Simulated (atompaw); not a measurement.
Scattering properties, PAW (atompaw) potential for Lu (Z = 71)

```
Element                 : lutetium
Generator               : atompaw 4.2.0.5
Type                    : PAW
Functional              : LDA (PW92)
Relativity              : scalar-relativistic
Frozen core             : [Xe]
Valence charge          : 17
Reference configuration : 4f14 5d1 6s2 6p0
Partial waves           : 6s (bound): rc 3.00 bohr; 6s channel at 1.15 Ry: rc 3.00 bohr; 6p (bound, empty): rc 3.00 bohr; 6p channel at 1.3 Ry: rc 3.00 bohr; 5d (bound): rc 3.00 bohr; 5d channel at 0.7 Ry: rc 3.00 bohr; 4f (bound): rc 1.10 bohr; 4f channel at -0.2 Ry: rc 1.10 bohr
Local potential         : troulliermartins scheme with l = 4 at -0.5 Ry, radius 2.70 bohr
Core correction         : smooth core density matched at 1.70 bohr
Augmentation charge     : besselshape compensation charge, radius 2.65 bohr; PAW radius 3.00 bohr; waves and projectors: custom polynom2 7 10 vanderbiltortho
```

The phase is arctan(r·u′/u) with u = r·R(r), unwrapped; energies in Ry, scanned from -3 to 5 Ry. A pole is an energy at which the radial function vanishes at the test radius. The pseudo phase is shifted by a multiple of π to meet the all-electron one at the reference energy, and phase errors are pseudo minus all-electron; the curves can meet again beyond the range given. Levels narrower than the energy grid can be missing from the lists of poles.

| channel | radius (bohr) | reference energy (Ry) | poles, all-electron | poles, pseudo | unbroken range about the reference energy with phases within 0.05 rad | phase error 1 Ry above the reference energy (rad) |
| --- | --- | --- | --- | --- | --- | --- |
| s | 3.01 | -0.35 | 1.51 | 1.52 | below 4.6 | -0.001 |
| p | 3.01 | -0.10 | -2.27, 2.82 | 0.71, 2.98 | -1.9 to 0.5 | -3.120 |
| d | 3.01 | -0.14 | 0.43 | 0.43 | below 2.1 | +0.000 |
| f | 3.01 | -0.72 | -0.70, 3.19 | -0.70, 3.27 | below 4.4 | +0.000 |

A Bessel basis up to 400 Ry misses an occupied level by 0.82 Ry, so cutoffs and ghosts were not judged.

Phases in the s channel:

```tsv
E (Ry)	all-electron	pseudo
-3.00	1.349	1.346
-2.76	1.336	1.333
-2.52	1.320	1.317
-2.28	1.300	1.298
-2.04	1.276	1.274
-1.80	1.245	1.243
-1.56	1.204	1.202
-1.32	1.145	1.143
-1.08	1.055	1.054
-0.84	0.904	0.903
-0.60	0.612	0.612
-0.36	0.033	0.033
-0.12	-0.662	-0.662
0.12	-1.065	-1.066
0.36	-1.266	-1.267
0.60	-1.379	-1.380
0.84	-1.452	-1.453
1.08	-1.504	-1.504
1.32	-1.544	-1.544
1.56	-1.577	-1.576
1.80	-1.605	-1.604
2.04	-1.631	-1.630
2.28	-1.656	-1.655
2.52	-1.682	-1.680
2.76	-1.710	-1.707
3.00	-1.742	-1.737
3.24	-1.780	-1.774
3.48	-1.830	-1.821
3.72	-1.898	-1.886
3.96	-2.002	-1.988
4.20	-2.182	-2.167
4.44	-2.535	-2.544
4.68	-3.190	-3.285
4.92	-3.825	-3.943
```
